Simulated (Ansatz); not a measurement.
Cs3F2. Total charge 0; doublet. Geometry PBE-D4/def2-TZVP, basis def2-TZVP, Ansatz.

```xyz
5

Cs   -1.477   -0.251   -2.779
Cs   -2.021    1.215    2.097
Cs    2.241   -0.615    0.435
F     0.416    0.410    2.046
F     0.841   -0.759   -1.799
```

| run | HOMO (eV) | LUMO (eV) |
| --- | --- | --- |
| A | -1.78 | -1.04 |
| B | -1.92 | -0.98 |
| C | -1.86 | -1.15 |
| D | -2.15 | -0.85 |
| E | -1.83 | -1.39 |

In the def2 sets Cs takes a core potential; there is no spin–orbit coupling. HSE06 is defined as in plane-wave codes, on full-range PBE exchange. Another isomer (doublet) lies 0.22 eV lower at PBE0-D4/def2-TZVP; other spin states weren't run for this one.

HOMO and LUMO are taken over both spins.

Task: The runs used HSE06, PBE, PBE0, r2SCAN, r2SCANh. Estimate which is which.

Result: A r2SCAN (0 % exact exchange); B r2SCANh (10 % exact exchange); C HSE06 (range-separated); D PBE0 (25 % exact exchange); E PBE (0 % exact exchange). Exact exchange lowers occupied and raises empty levels; among semilocal functionals meta-GGAs tend to open the gap a little, and such runs are hard to tell apart. The gap grows from 0.45 eV (PBE) to 1.30 eV (PBE0).
